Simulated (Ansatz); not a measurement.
`[F][In]([F])[Br]` + `O[Si]Br` → `[OH][In]([F])[Br]` + `F[Si]Br` at 600 K and 1 bar (redistribution).

Computed with Ansatz on PBE0-D4/def2-TZVP structures; ΔE is electronic, products minus reactants. CCSD(T)/CBS is the MP2 limit (def2-TZVPP, def2-QZVPP) plus CCSD(T) − MP2 in def2-TZVPP, frozen cores. Elements past krypton have def2 core potentials. For Br, In outer-core shells are correlated without core-valence functions, which leaves a few kJ/mol of doubt a bond. Scalar relativity is left out up to krypton. Each species was taken in one conformer, which may not be the lowest.

```json
{"species": "`[F][In]([F])[Br]`", "CCSD(T)/CBS energy (Eh)": "-2962.82519", "H − E (kJ/mol)": "51.9", "S (J/(mol·K))": "394.0"}
{"species": "`O[Si]Br`", "CCSD(T)/CBS energy (Eh)": "-2938.23569", "H − E (kJ/mol)": "72.2", "S (J/(mol·K))": "335.6"}
{"species": "`[OH][In]([F])[Br]`", "CCSD(T)/CBS energy (Eh)": "-2938.80145", "H − E (kJ/mol)": "86.9", "S (J/(mol·K))": "415.3"}
{"species": "`F[Si]Br`", "CCSD(T)/CBS energy (Eh)": "-2962.26094", "H − E (kJ/mol)": "37.1", "S (J/(mol·K))": "324.0"}
```

H − E and S are ideal-gas, rigid-rotor, harmonic terms from PBE0-D4/def2-TZVP, for one conformer and one mirror image of each species. 1 Eh = 2625.50 kJ/mol, R = 8.31446 J/(mol·K).

Task: By hand: ΔE, ΔH, ΔS and ΔG.

Result: ΔE = (-2938.80145) + (-2962.26094) − (-2962.82519) − (-2938.23569) = -0.00151 Eh = -4.0 kJ/mol. Δ(H − E) = 86.9 + 37.1 − 51.9 − 72.2 = -0.1, so ΔH = -4.1 kJ/mol. ΔS = 415.3 + 324.0 − 394.0 − 335.6 = 9.7 J/(mol·K). ΔG = -4.1 − 600 × (9.7)/1000 = -9.9 kJ/mol.

Task: By hand: the equilibrium constant, and the temperature at which ΔG would vanish if ΔH and ΔS stayed fixed.

Result: log₁₀ K = −ΔG/(RT ln 10) = 0.9. ΔH and −TΔS have one sign here, so there is no such temperature. One of them is within its doubt of zero, so this could turn.

TΔS isn't small against ΔH here. A doubt of 5 kJ/mol in ΔE shifts log₁₀ K by 0.4 here. Other conformers and mirror images would add mixing entropy, several J/(mol·K) or more a flexible species. These are equilibria of isolated gas molecules and say nothing of rates. Largest T1 diagnostic: 0.014 (customary marks: 0.02 for closed shells, 0.045 for open ones).
